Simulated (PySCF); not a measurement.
## Cobalt: a sound run and one with changed settings

Sound run: Co [Ar] 3d7 4s2, Co⁺ [Ar] 3d8. All numbers are calculated (PySCF 2.14, the spin-free X2C one-electron Hamiltonian (Gaussian nucleus), in x2c-SVPall (5s3p3d1f, 36 functions)). In the sound run the correlated levels freeze [Ar]. The sound run starts from symmetry-adapted Hartree-Fock orbitals and uses a fine grid where one is needed.

Changed run: basis STO-3G, all-electron and non-relativistic. This setting is unsound on purpose.

```json
{"species": "Co", "method": "UHF", "sound run (hartree)": "-1391.64018", "changed run (hartree)": "-1366.07035", "converged": "yes"}
{"species": "Co", "method": "M06-L", "sound run (hartree)": "-1392.92380", "changed run (hartree)": "-1367.07674", "converged": "yes"}
{"species": "Co", "method": "PBE", "sound run (hartree)": "-1392.75723", "changed run (hartree)": "-1366.77441", "converged": "yes"}
{"species": "Co", "method": "MP2", "sound run (hartree)": "-1391.78931", "changed run (hartree)": "-1366.09132", "converged": "yes"}
{"species": "Co⁺", "method": "UHF", "sound run (hartree)": "-1391.33719", "changed run (hartree)": "-1364.93075", "converged": "yes"}
{"species": "Co⁺", "method": "M06-L", "sound run (hartree)": "-1392.65491", "changed run (hartree)": "-1366.01096", "converged": "yes"}
{"species": "Co⁺", "method": "PBE", "sound run (hartree)": "-1392.47746", "changed run (hartree)": "-1365.64817", "converged": "yes"}
{"species": "Co⁺", "method": "MP2", "sound run (hartree)": "-1391.52574", "changed run (hartree)": "-1364.92939", "converged": "yes"}
```

Ionisation energy of Co:

```
 method  sound run (eV)  changed run (eV)
    UHF           8.245            31.010
  M06-L           7.317            29.001
    PBE           7.613            30.647
    MP2           7.172            31.618
SCS-MP2           7.354            31.726
```

A minimal basis cannot let orbitals breathe on ionisation and holds almost no correlation. The Hamiltonian changed with the basis, so the totals do not compare. A negative ionisation energy or a positive MP2 energy shows that the occupation asked for is not the lowest one in this basis.

For comparison, NIST gives 7.881 eV between the lowest levels.
